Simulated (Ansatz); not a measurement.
```xyz
18

C     1.5743    0.0000    0.2451
C     0.7872    1.3634   -0.2451
C    -0.7872    1.3634    0.2451
C    -1.5743    0.0000   -0.2451
C    -0.7872   -1.3634    0.2451
C     0.7872   -1.3634   -0.2451
H     1.6502    0.0000    1.4369
H     2.6946    0.0000   -0.1587
H     0.8251    1.4291   -1.4369
H     1.3473    2.3335    0.1587
H    -1.3473    2.3335   -0.1587
H    -0.8251    1.4291    1.4369
H    -1.6502    0.0000   -1.4369
H    -2.6946    0.0000    0.1587
H    -1.3473   -2.3335   -0.1587
H    -0.8251   -1.4291    1.4369
H     1.3473   -2.3335    0.1587
H     0.8251   -1.4291   -1.4369
```

Basis set: cc-pVDZ (spherical functions). Left uncorrelated: 6 orbitals. Charge 0, multiplicity 1.

Computed with Ansatz (development build ahead of 0.2.0); each method stands on the lowest determinant of its kind that the runs found. Restricted open shells among the atoms or ions are ROHF, correlated in semicanonical orbitals with singles.

Question: Give the atomization energy at this shape (free ground-state atoms in the same class of orbitals less the molecule, no zero-point energy) of singlet C₆H₁₂ by RHF-MP2, RHF.

Answer:

```csv
method,atomization energy
RHF-MP2,70.13 eV
RHF,55.26 eV
```

Caution: no unrestricted run beside it, a lower state can exist; the shape is not the minimum.
